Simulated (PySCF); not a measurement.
Isomers of C2H4B2. All species are isolated molecules in the gas phase. One relaxed conformer stands for each flexible species; it need not be the lowest. Strings in code marks are SMILES.

The four lowest singlet excitations (Tamm–Dancoff). These are CAM-B3LYP-D3(BJ)/def2-TZVP (PySCF 2.14.0) values and carry that method's errors. Excitations are Tamm–Dancoff values on a coarser integration grid. The basis has no diffuse functions, so Rydberg states are missing or too high.

```json
[
 {"state": "S1", "energy (eV)": "3.96", "wavelength (nm)": "313", "oscillator strength": "0.005"},
 {"state": "S2", "energy (eV)": "4.61", "wavelength (nm)": "269", "oscillator strength": "0.054"},
 {"state": "S3", "energy (eV)": "5.78", "wavelength (nm)": "215", "oscillator strength": "0.162"},
 {"state": "S4", "energy (eV)": "6.08", "wavelength (nm)": "204", "oscillator strength": "0.011"}
]
```

### Question
Say which member gives these states.
A. `[H]/B=C/C=B/[H]`
B. `CB1B=C1`
C. `BC#CB`
D. `BC1=CB1`

### Answer
B, `CB1B=C1`
